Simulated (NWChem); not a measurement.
Species: SiH3TeBr; SMILES Br[Te][SiH3]

This build's default masses of Se (78.918 u) and Br (79.917 u) are each other's, which moves their modes by up to 0.6 %. def2 effective core potentials on Te; no spin-orbit coupling.

**Question.** Give the equilibrium geometry at PBE0/def2-SVP with def2 effective core potentials on Te (NWChem) as a Z-matrix, with the point group.

**Answer.** point group Cs; any orientation.
```
Si
H 1 1.4900
H 1 1.4901 2 110.47
H 1 1.4945 2 110.54 3 122.66
Te 1 2.5096 2 110.29 3 -122.21
Br 5 2.5288 1 92.43 2 61.10
```
